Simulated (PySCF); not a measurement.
C2H8ClNSi, SMILES CC[SiH](N)Cl.

Geometry: B3LYP-D3(BJ)/def2-SVP. The values are those of a single conformer.

Two levels are set side by side: TDA-PBE/def2-SVPD (PySCF) and TDA-M06-2X/def2-SVPD (PySCF). Vertical, same geometry. The lowest singlet is HOMO→LUMO 95 % with PBE and HOMO→LUMO 79 % with the other functional; states are paired by order. Differences are taken from unrounded values.

```json
[
 {"quantity": "lowest singlet excitation (eV)", "TDA-PBE": "6.25"},
 {"quantity": "lowest triplet excitation (TDA) (eV)", "TDA-PBE": "5.94"}
]
```

These are the TDA-PBE values. What does TDA-M06-2X give? (The exact figures need the calculation; the answer reports its results.)


| quantity | TDA-M06-2X | TDA-PBE minus TDA-M06-2X |
|---|---|---|
| lowest singlet excitation (eV) | 7.04 | -0.80 |
| lowest triplet excitation (TDA) (eV) | 6.72 | -0.78 |

Functionals without exact exchange tend to place singlet excitations lower, as here. Differences between two approximate levels are no errors against the true value.

Rough cost on one machine, each run with all the roots and properties that it gave: TDA-M06-2X against TDA-PBE about 9 times.
